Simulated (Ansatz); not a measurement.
Relaxation of C2H4AlN (8 atoms, charge 0, multiplicity 1), to a largest force component of 0.015 eV/Å in at most 40 steps.

Computed with RKS PBE0-D4/cc-pVDZ (Ansatz).

```xyz
8
Properties=species:S:1:pos:R:3:forces:R:3
C -0.187 1.869 0.190 -1.38 6.16 -1.92
C 0.024 0.701 0.582 1.39 -7.15 2.23
N 0.250 -0.474 0.964 -0.50 1.24 -2.08
Al 0.280 -1.924 -0.256 -0.19 0.69 0.82
H -0.495 2.086 -0.873 0.35 -0.39 1.07
H -0.191 2.755 0.874 0.12 -0.82 -0.48
H -0.154 -1.669 -1.776 0.10 0.18 0.17
H 0.566 -3.401 0.239 0.11 0.08 0.19
```

Problem. Where does it end, and by what steps?

Solution. The forces met the threshold. After 11 steps the energy has fallen by 0.743 eV; N3 moved furthest, 1.06 Å.

```json
{"step": "0", "energy less start (eV)": "0.0000", "largest force component (eV/Å)": "7.146", "accepted": "yes"}
{"step": "1", "energy less start (eV)": "-0.3065", "largest force component (eV/Å)": "2.290", "accepted": "yes"}
{"step": "2", "energy less start (eV)": "-0.3870", "largest force component (eV/Å)": "1.083", "accepted": "yes"}
{"step": "3", "energy less start (eV)": "-0.5284", "largest force component (eV/Å)": "0.330", "accepted": "yes"}
{"step": "4", "energy less start (eV)": "-0.6004", "largest force component (eV/Å)": "0.306", "accepted": "yes"}
{"step": "5", "energy less start (eV)": "-0.6521", "largest force component (eV/Å)": "0.453", "accepted": "yes"}
{"step": "6", "energy less start (eV)": "-0.7061", "largest force component (eV/Å)": "0.150", "accepted": "yes"}
{"step": "7", "energy less start (eV)": "-0.7227", "largest force component (eV/Å)": "0.521", "accepted": "yes"}
{"step": "8", "energy less start (eV)": "-0.7290", "largest force component (eV/Å)": "0.386", "accepted": "yes"}
{"step": "9", "energy less start (eV)": "-0.7419", "largest force component (eV/Å)": "0.062", "accepted": "yes"}
{"step": "10", "energy less start (eV)": "-0.7415", "largest force component (eV/Å)": "0.018", "accepted": "no"}
{"step": "11", "energy less start (eV)": "-0.7427", "largest force component (eV/Å)": "0.003", "accepted": "yes"}
```

```xyz
8
Properties=species:S:1:pos:R:3
C -0.221 2.089 0.374
C -0.082 0.794 0.142
N 0.045 -0.386 -0.069
Al 0.249 -2.141 -0.395
H -0.603 2.742 -0.410
H 0.048 2.498 1.346
H -0.155 -2.636 -1.844
H 0.810 -3.017 0.799
```

Run time: 66 s on 1 thread of Arm Neoverse N1, with other jobs on the host, peak memory 0.16 GiB.
